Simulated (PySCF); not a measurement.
**Working out the ionisation energy of Bi²⁺**

Bi²⁺ [Xe] 4f14 5d10 6s2 6p1 (2P) → Bi³⁺ [Xe] 4f14 5d10 6s2 (1S). Computed with PySCF 2.14 in cc-pVDZ-PP with ECP60MDF, with scalar relativity through the core potential. Frozen: 5s2 5p6 5d10. Energies in hartree (1 hartree = 27.21139 eV):

| part | Bi²⁺ (lower) | Bi³⁺ (upper) |
| --- | --- | --- |
| UHF | -212.725708 | -211.880800 |
| CCSD correlation | -0.031208 | -0.024802 |
| (T) | -0.000171 | 0.000000 |

Task: What does Hartree-Fock give?

Result: (-211.880800) − (-212.725708) = 0.844908 hartree = 22.991 eV.

Task: What do CCSD and CCSD(T) give?

Result: The CCSD correlation energies differ by 0.006406 hartree = 0.174 eV and the triples by 0.000171 hartree = 0.005 eV, so CCSD gives 23.165 eV and CCSD(T) 23.170 eV.

Reference: 25.571 eV (measured; NIST Atomic Spectra Database, ionization energies), between the lowest levels; spin-orbit coupling is absent from the calculation.

A double-zeta basis recovers only part of the correlation energy.

What remains against the reference includes basis incompleteness, the frozen core and higher excitations.
